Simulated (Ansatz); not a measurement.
The same molecule with X = F, Cl, Br. Ansatz, PBE0-D4/def2-TZVP geometries, multiplicity 1. Each molecule was computed in one conformer, which needn't be the lowest.

Scalar relativity is left out up to krypton.

```tsv
X	molecule	mean X–Si bond length / Å	HOMO energy (B3LYP/def2-TZVPP) / eV	size of the dipole moment (ωB97M-V/def2-TZVPP) / D	HOMO–LUMO gap (PBE0/def2-TZVPP) / eV
F	`O[Si]F`	1.620	-7.58	0.87	6.19
Cl	`O[Si]Cl`	2.110	-7.44	0.89	5.61
```

(1) Give the row for X = Br, `O[Si]Br`. (Best estimate.)

Answers

(1) The calculation gave: 
```json
{"X": "Br", "molecule": "`O[Si]Br`", "mean X–Si bond length / Å": "2.289", "HOMO energy (B3LYP/def2-TZVPP) / eV": "-7.35", "size of the dipole moment (ωB97M-V/def2-TZVPP) / D": "1.03", "HOMO–LUMO gap (PBE0/def2-TZVPP) / eV": "5.37"}
```

From F to Br the mean X–Si bond length rises at each step, by 0.669 Å in all; the HOMO energy (B3LYP/def2-TZVPP) rises at each step, by 0.23 eV in all; the HOMO–LUMO gap (PBE0/def2-TZVPP) falls at each step, by 0.82 eV in all. Bonds lengthen as the atom grows down the group. Dipoles are sizes alone, and their direction can turn along the series.

B3LYP here is the variant with VWN-RPA as its local correlation; programs differ in this.

Spin–orbit coupling is left out; it splits and shifts lone-pair levels of the heavy atoms by tenths of an eV.
